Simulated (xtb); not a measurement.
triplet methylene (CH$_{2}$), triplet, geometry from GFN2-xTB, atoms displaced at random by about 0.1 Å a coordinate; GFN1-xTB in xtb 6.7.1.

The xtb input:
```
$ xtb mol.xyz --gfn 1 --uhf 2 --opt --input xcontrol --json

# file mol.xyz
3

C      0.22682714     0.02502287     0.22155920
H     -0.05031248     1.11505827    -0.36714380
H     -0.02919012    -0.91084529    -0.38913272

# file xcontrol
$opt
  engine=inertial
$end
```

Output, abridged:

```
   ID    Z sym.   atoms
    1    6 C      1
    2    1 H      2, 3

           -------------------------------------------------
          |                Calculation Setup                |
           -------------------------------------------------

           -------------------------------------------------
          |                 G F N 1 - x T B                 |
           -------------------------------------------------

          ...................................................
          :                      SETUP                      :
          :.................................................:
          :  # basis functions                   8          :
          :  # atomic orbitals                   8          :
          :  # shells                            6          :
          :  # electrons                         6          :
          :  # halogen bonds                     0          :
          :  max. iterations                   250          :
          :  Hamiltonian                  GFN1-xTB          :
          :  restarted?                      false          :
          :  GBSA solvation                  false          :
          :  PC potential                    false          :
          :  electronic temp.          300.0000000     K    :
          :  accuracy                    1.0000000          :
          :  -> integral cutoff          0.2500000E+02      :
          :  -> integral neglect         0.1000000E-07      :
          :  -> SCF convergence          0.1000000E-05 Eh   :
          :  -> wf. convergence          0.2000000E-04 e    :
          :  Broyden damping             0.4000000          :
          :  net charge                          0          :
          :  unpaired electrons                  2          :
          ...................................................

 iter      E             dE          RMSdq      gap      omega  full diag
   1     -2.9616242 -0.296162E+01  0.652E+00    6.06       0.0  T
   2     -2.9660470 -0.442290E-02  0.380E+00    6.54       1.0  T
   3     -2.9663342 -0.287189E-03  0.596E-01    6.93       1.0  T
   4     -2.9665421 -0.207846E-03  0.788E-02    6.75       1.0  T
   5     -2.9665495 -0.739220E-05  0.233E-02    6.78       2.5  T
   6     -2.9665501 -0.603021E-06  0.183E-04    6.77     314.7  T
   7     -2.9665501 -0.319749E-10  0.212E-05    6.77    2722.5  T

   *** convergence criteria satisfied after 7 iterations ***

 transition dipole moment (au) for excitation:           3           4
     X       Y       Z
  -0.2852  -0.0043   0.1262  total (au/Debye):    0.312   0.793
 dE (eV)             :    1.120
 oscillator strength :  0.37776E-02

         :::::::::::::::::::::::::::::::::::::::::::::::::::::
         ::                     SUMMARY                     ::
         :::::::::::::::::::::::::::::::::::::::::::::::::::::
         :: total energy              -2.952129180052 Eh    ::
         :: gradient norm              0.118921721162 Eh/a0 ::
         :: HOMO-LUMO gap              6.772512841376 eV    ::
         ::.................................................::
         :: SCC energy                -2.966550078522 Eh    ::
         :: -> electrostatic           0.000184470123 Eh    ::
         :: repulsion energy           0.014615562701 Eh    ::
         :: dispersion energy         -0.000194664231 Eh    ::
         :: halogen bond corr.         0.000000000000 Eh    ::
         :: add. restraining           0.000000000000 Eh    ::
         :: total charge               0.000000000000 e     ::
         :::::::::::::::::::::::::::::::::::::::::::::::::::::

      -----------------------------------------------------------
     |              Fast Inertial Relaxation Engine              |
      -----------------------------------------------------------

          ...................................................
          :                      SETUP                      :
[...]
 * total energy  :    -2.9746423 Eh     change    :  -0.8413895E-05 Eh
 * total energy  :    -2.9746504 Eh     change    :  -0.8097119E-05 Eh
 * total energy  :    -2.9746632 Eh     change    :  -0.1281196E-04 Eh
 * total energy  :    -2.9746843 Eh     change    :  -0.2109011E-04 Eh
 * total energy  :    -2.9747117 Eh     change    :  -0.2743739E-04 Eh
 * total energy  :    -2.9747361 Eh     change    :  -0.2443713E-04 Eh
 * total energy  :    -2.9747476 Eh     change    :  -0.1147633E-04 Eh
 * total energy  :    -2.9747522 Eh     change    :  -0.4623487E-05 Eh
 * total energy  :    -2.9747540 Eh     change    :  -0.1773733E-05 Eh
 * total energy  :    -2.9747570 Eh     change    :  -0.3018463E-05 Eh
 * total energy  :    -2.9747604 Eh     change    :  -0.3368088E-05 Eh
 * total energy  :    -2.9747631 Eh     change    :  -0.2734343E-05 Eh
 * total energy  :    -2.9747645 Eh     change    :  -0.1347912E-05 Eh
   *** GEOMETRY OPTIMIZATION CONVERGED AFTER 39 CYCLES ***
[...]

 iter      E             dE          RMSdq      gap      omega  full diag
   1     -3.0134537 -0.301345E+01  0.129E-09    6.90       0.0  T
   2     -3.0134537  0.444089E-15  0.795E-10    6.90  100000.0  T
   3     -3.0134537 -0.888178E-15  0.106E-10    6.90  100000.0  T

   *** convergence criteria satisfied after 3 iterations ***

 transition dipole moment (au) for excitation:           3           4
     X       Y       Z
   0.2194   0.0033  -0.0971  total (au/Debye):    0.240   0.610
 dE (eV)             :    0.678
 oscillator strength :  0.13527E-02

         :::::::::::::::::::::::::::::::::::::::::::::::::::::
         ::                     SUMMARY                     ::
         :::::::::::::::::::::::::::::::::::::::::::::::::::::
         :: total energy              -2.974764487941 Eh    ::
         :: gradient norm              0.000775735724 Eh/a0 ::
         :: HOMO-LUMO gap              6.901156443457 eV    ::
         ::.................................................::
         :: SCC energy                -3.013453678439 Eh    ::
         :: -> electrostatic           0.000256000876 Eh    ::
         :: repulsion energy           0.038881174976 Eh    ::
         :: dispersion energy         -0.000191984478 Eh    ::
         :: halogen bond corr.         0.000000000000 Eh    ::
         :: add. restraining           0.000000000000 Eh    ::
         :: total charge              -0.000000000000 e     ::
         :::::::::::::::::::::::::::::::::::::::::::::::::::::

           -------------------------------------------------
          |                Property Printout                |
           -------------------------------------------------

    * Orbital Energies and Occupations

         #    Occupation            Energy/Eh            Energy/eV
      -------------------------------------------------------------
         1        2.0000           -0.5974783             -16.2582
         2        2.0000           -0.5323438             -14.4858
         3        1.0000           -0.3903593             -10.6222
         4        1.0000           -0.3654379              -9.9441 (HOMO)
         5                         -0.1118251              -3.0429 (LUMO)
         6                         -0.0692597              -1.8847
         7                          0.2676166               7.2822
         8                          0.4350823              11.8392
      -------------------------------------------------------------
                  HL-Gap            0.2536128 Eh            6.9012 eV
             Fermi-level           -0.3499915 Eh           -9.5238 eV

  Mulliken/CM5 charges         n(s)   n(p)   n(d)
     1C    -0.09771 -0.19827   1.199  2.898  0.000
     2H     0.04885  0.09912   0.951  0.000  0.000
     3H     0.04886  0.09915   0.951  0.000  0.000

Wiberg/Mayer (AO) data.
largest (>0.10) Wiberg bond orders for each atom

 ---------------------------------------------------------------------------
     #   Z sym  total        # sym  WBO       # sym  WBO       # sym  WBO
 ---------------------------------------------------------------------------
     1   6 C    2.009 --     3 H    1.005     2 H    1.005
     2   1 H    1.010 --     1 C    1.005
     3   1 H    1.010 --     1 C    1.005
 ---------------------------------------------------------------------------

Topologies differ in total number of bonds
Writing topology from bond orders to xtbtopo.mol

 dipole moment from electron density (au)
     X       Y       Z
  -0.0970   0.0042  -0.2191  total (Debye):    0.609

optimized geometry written to: xtbopt.xyz

           -------------------------------------------------
          | TOTAL ENERGY               -2.974764487941 Eh   |
          | GRADIENT NORM               0.000775735724 Eh/α |
          | HOMO-LUMO GAP               6.901156443457 eV   |
           -------------------------------------------------

normal termination of xtb
```
